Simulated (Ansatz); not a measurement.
Basis-set extrapolation for C2H10B2O2, SMILES `C[O+]1[BH2-][O+](C)[BH2-]1` (PBE0-D4/def2-TZVP geometry, frozen core, Ansatz 0.2.0). Multiplicity 1, RHF reference.

```
                      def2-TZVPP   def2-QZVPP
                 HF  -280.812215  -280.825800
    MP2 correlation    -1.062651    -1.135903
CCSD(T) correlation    -1.157334      not run
```

Energies in hartree. Use E(X) = E(∞) + A·exp(−7.88·√X) for Hartree–Fock and E(X) = E(∞) + B·X^(−2.97) for correlation, with X = 3 and 4, and add CCSD(T) minus MP2 of the smaller set to the MP2 limit.

Question: What is the CCSD(T) energy at the basis-set limit?

Answer: HF limit: -280.825800 + (-0.013585) × 0.13774 = -280.82767. MP2 limit: -1.135903 + (-0.073252) × 0.74074 = -1.19016. Higher-order term: -1.157334 − (-1.062651) = -0.09468. Total: -282.11251 hartree, 375.3 kJ/mol below CCSD(T)/def2-TZVPP.
